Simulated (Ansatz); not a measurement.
Ideal-gas functions of C$_{2}$H$_{5}$GeN, SMILES `N=[C]1[CH2][GeH2]1` at 800 K and 1 bar, from an Ansatz frequency run at PBE0-D4/def2-TZVP.

Molar mass 115.68 g/mol, point group Cs (symmetry number 1), electronic degeneracy 1, moments of inertia 41.034, 154.66, 185.574 u Å². Harmonic wavenumbers (cm⁻¹, unscaled): 103, 324, 412, 473, 482, 559, 593, 722, 820, 849, 931, 954, 1062, 1234, 1379, 1790, 2183, 2206, 3101, 3186, 3368.

Use S(trans) = R[1.5 ln M + 2.5 ln T − 1.1517]; rotational temperatures θ = 24.2544 K / I; S(rot) = R[ln(√π/σ · √(T³/θAθBθC)) + 1.5]; for each mode x = 1.438777 ν̃/T, S = R[x/(eˣ − 1) − ln(1 − e⁻ˣ)] and H = RT x/(eˣ − 1); 1 cm⁻¹ = 0.0119627 kJ/mol; R = 8.31446 J/(mol·K).

By hand: the entropy, in J/(mol·K).

Translation 188.6. Rotation: θ = 0.5911, 0.1568, 0.1307 K, giving 118.9. Vibration, mode by mode: 22.35, 12.92, 10.99, 9.91, 9.76, 8.61, 8.16, 6.70, 5.80, 5.56, 4.94, 4.78, 4.09, 3.21, 2.61, 1.45, 0.82, 0.80, 0.21, 0.18, 0.14, in all 124.0. Electronic 0.0. Sum 431.5 J/(mol·K).

By hand: H − E and G − E in kJ/mol, counted from the electronic energy.

Zero-point energy ½ × 26731 × 0.0119627 = 159.9; thermal vibration 53.3; translation, rotation and pV give 4 RT = 26.6. H − E = 239.8 kJ/mol, and G − E = 239.8 − 800 × 431.5/1000 = -105.4 kJ/mol.

Vibration gives 29 % of the entropy, 22.3 J/(mol·K) of it from the mode under 150 cm⁻¹: soft modes count most, and the harmonic formula is weakest for them. The sum counts one conformer and one mirror image; others add a mixing term.
